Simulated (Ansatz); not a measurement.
Compare A (`C=C[CH2][SnH2][F]`) with its isomer B (`[CH3][SnH2]/[CH]=C\F`).

Isolated molecules relaxed with PBE0-D4/def2-TZVP in Ansatz; ΔE leaves out vibrations. CCSD(T)/CBS is the MP2 limit (def2-TZVPP, def2-QZVPP) plus CCSD(T) − MP2 in def2-TZVPP, frozen cores. Functionals use def2-TZVPP. B3LYP here is the variant with VWN-RPA as its local correlation; programs differ in this. Elements past krypton have def2 core potentials. For Sn outer-core shells are correlated without core-valence functions, which leaves a few kJ/mol of doubt a bond. One conformer a species, not always the lowest.

Which is lower in electronic energy at CCSD(T)/CBS, and by how much? (Estimate.)

The calculation gave: A, by 109.0 kJ/mol.

Give E(B) − E(A) in kJ/mol with PBE-D4, r2SCAN-D4, B3LYP-D4, B2PLYP, PBE0-D4, B3LYP, CCSD(T)/def2-TZVPP. (Estimate.)

Ansatz gave: PBE-D4 101.2, r2SCAN-D4 105.0, B3LYP-D4 107.3, B2PLYP 106.8, PBE0-D4 101.3, B3LYP 106.9, CCSD(T)/def2-TZVPP 98.6. None reverses the order clearly.

Largest T1 diagnostic: 0.013.

In def2-TZVPP, CCSD(T) changes the Hartree–Fock value by −11.1 kJ/mol (the triples alone add −1.5 kJ/mol) and MP2 by −5.6 kJ/mol.
